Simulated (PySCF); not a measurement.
Family: H-ended boron nitride flakes. Gas-phase values, no solvent. Each species was relaxed from one start; no search for lower structures was made at this level. Strings in code marks are SMILES.

Computed with CAM-B3LYP-D3(BJ)/def2-SVP // PBE0-D3(BJ)/def2-SVP (PySCF 2.14.0). All candidates: neutral, multiplicity 1. Excitations are Tamm–Dancoff values on a coarser integration grid. The basis has no diffuse functions, so Rydberg states are missing or too high.

```
Item                                           Result
-------------------------------------------  --------
HOMO                                         -8.46 eV
brightest of the four lowest singlets (TDA)   6.98 eV
dipole moment                                  0.00 D
```

Q: Name which member has these values.
(A) boron nitride flake of 7 rings (coronene shape) `B1NB2NBN3BNB4NBN5BNB6NBN1B1N2B3N4B5N61`
(B) boron nitride flake of 2 rings (naphthalene shape) `B1NBN2BNBNB2N1`
(C) boron nitride flake of 4 rings (pyrene shape) `B1NB2NBN3BNBN4BNB(N1)N2B34`

A: A, boron nitride flake of 7 rings (coronene shape) `B1NB2NBN3BNB4NBN5BNB6NBN1B1N2B3N4B5N61`. The others give boron nitride flake of 4 rings (pyrene shape) `B1NB2NBN3BNBN4BNB(N1)N2B34`: -8.46 eV, 7.05 eV, 1.87 D; boron nitride flake of 2 rings (naphthalene shape) `B1NBN2BNBNB2N1`: -8.73 eV, 7.80 eV, 1.54 D
